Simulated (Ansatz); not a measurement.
# Bend profile

GaF3 (SMILES [F][Ga]([F])[F]), singlet, at its PBE0-D4/def2-TZVP minimum:

```
4
angstrom
F -0.0487 -1.6101 0.6459
Ga 0.0138 -0.0150 -0.0052
F 0.9641 1.1958 0.7713
F -0.8738 0.3691 -1.4324
```

The angle F3–Ga2–F1 (120.0° at the minimum) is set to the values below, F3, with anything bonded beyond it, turning rigidly in the plane of the angle. Each method's energies count from its own value at the PBE0-D4 minimum structure. Program: Ansatz 0.2.0. Basis: def2-TZVPP. Cores are frozen in the correlated methods. Filled d shells of the heavier atoms are correlated. The def2 sets are not built for correlating such inner shells, so the correlated values are less sure here.

CCSD(T) energies along the scan:
```
angle (°)  CCSD(T) (eV)
     90.0         0.605
     97.5         0.319
    105.0         0.136
    112.5         0.033
    120.0         0.000
    127.5         0.033
    135.0         0.136
    142.5         0.320
    150.0         0.605
```
They count from the CCSD(T) energy at the PBE0-D4 minimum.

Largest difference from the CCSD(T) curve over the scan: PBE-D4 0.062; r2SCAN-D4 0.047; wB97M-V 0.031; HF 0.060 eV. Each curve counts from its own value at the minimum.

No T1 diagnostic of these runs exceeds 0.016.

For scale, one of the runs: CCSD(T)/def2-TZVPP, 141 basis functions (an equivalent command: `ansatz run in.yaml --threads 2`). Hardware: 2 CPU threads, shared host. Wall time 29 s; peak host memory 0.93 GiB.
